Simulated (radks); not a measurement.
Valence configurations of the gadolinium ion Gd+ (all share [Xe]). Method: Dirac Kohn-Sham, LDA (Slater exchange, Perdew-Wang correlation), spin-unpolarised, spherical densities, finite nucleus; open shells fill j = l - 1/2 first; Fermi nuclear charge, rms radius 5.1569 fm; computed with a radial shooting solver on a logarithmic mesh with Libxc functionals. Energies are relative to 4f7 5d1 6s1; eigenvalues in eV.

4f7.5 5d0.5 6s1: E (eV) -2.375; e(4f5/2) -12.439; e(4f7/2) -11.712; e(5d3/2) -8.104; e(6s1/2) -9.215
4f7 5d0.5 6s1.5: E (eV) -0.294; e(4f5/2) -16.612; e(4f7/2) -15.855; e(5d3/2) -9.521; e(6s1/2) -9.953
4f7 5d1 6s1: E (eV) 0.000; e(4f5/2) -15.459; e(4f7/2) -14.704; e(5d3/2) -8.772; e(6s1/2) -9.510
4f7 5d2: E (eV) 1.001; e(4f5/2) -13.373; e(4f7/2) -12.619; e(5d3/2) -7.399
4f7 5d1 6p1: E (eV) 3.365; e(4f5/2) -16.528; e(4f7/2) -15.772; e(5d3/2) -9.615; e(6p1/2) -6.719
4f6.5 5d1 6s1.5: E (eV) 3.506; e(4f5/2) -19.903; e(4f7/2) -19.118; e(5d3/2) -10.218; e(6s1/2) -10.221
4f6 5d2 6s1: E (eV) 8.511; e(4f5/2) -22.119; e(5d3/2) -10.083; e(6s1/2) -10.006
4f6 5d1 6s2: E (eV) 8.958; e(4f5/2) -24.702; e(5d3/2) -11.759; e(6s1/2) -10.921
4f6 5d1 6s1 6p1: E (eV) 12.790; e(4f5/2) -25.742; e(5d3/2) -12.597; e(6p1/2) -7.624; e(6s1/2) -11.494
4f4 5d2 6s1 6p2: E (eV) 59.785; e(4f5/2) -45.537; e(5d3/2) -18.242; e(6p1/2) -9.154; e(6s1/2) -13.746

NIST lists [Xe] 4f7 5d1 6s1 as the ground configuration; this level of theory puts 4f7.5 5d0.5 6s1 lower, by 2.375 eV. The energies are those of spherical spin-averaged densities, not of single terms.
